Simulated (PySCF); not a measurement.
Molecule: `CC(=O)O[C@@H]1CO[C@@H]1F`, C₅H₇FO₃.

Bonds (- single, = double, # triple, : aromatic): C1-C2, C2=O3, C2-O4, O4-C5, C5-C6, C6-O7, O7-C8, C8-F9, C8-C5. C1 carries H10, H11, H12; C5 carries H13; C6 carries H14, H15; C8 carries H16. Stereochemistry as in CC(=O)O[C@@H]1CO[C@@H]1F. H15 is cis to O4 on the ring; H14 is trans to O4 on the ring.

Frames of a GFN2-xTB Langevin trajectory at 200 K; GIAO PBE0/pcSseg-1 shieldings in PySCF, gas phase, non-relativistic; equivalent atoms averaged within each frame.

References, each an isolated molecule treated in the same way: $^{13}$C (σref 186.93), $^{1}$H (σref 31.72) vs TMS; $^{17}$O (σref 336.08) against H2O; CFCl3 for $^{19}$F (σref 170.95). The references are static minima.

Task: How do the shifts (ppm) fluctuate along the trajectory?

Result: 
```tsv
time (fs)	C2	C8	C5	C6	C1	O3	O4	O7	F9	H13
optimised geometry	176.3	118.8	71.2	76.9	22.5	458.2	216.6	85.8	-146.9	5.25
250	183.2	117.4	78.5	74.2	30.0	483.6	217.3	76.0	-140.2	6.66
425	169.7	116.1	73.3	79.2	24.0	424.2	221.7	89.2	-139.8	4.89
625	170.5	119.9	73.0	81.4	14.2	445.6	229.8	86.1	-156.3	5.28
800	177.8	120.1	62.0	84.3	18.1	460.0	212.0	71.4	-134.8	5.43
1000	180.3	121.3	70.0	77.3	23.2	455.9	213.3	89.5	-152.9	6.34
mean of frames	176.3	118.9	71.4	79.3	21.9	453.8	218.8	82.5	-144.8	5.72
standard deviation	6.0	2.1	6.0	3.9	6.0	21.6	7.2	8.3	9.3	0.75
```

5 frames give an uncertainty of the mean of about the standard deviation over 2.2 at best, since frames this close in time may not be independent; classical motion lacks zero-point vibration, and the reference would need the same averaging.
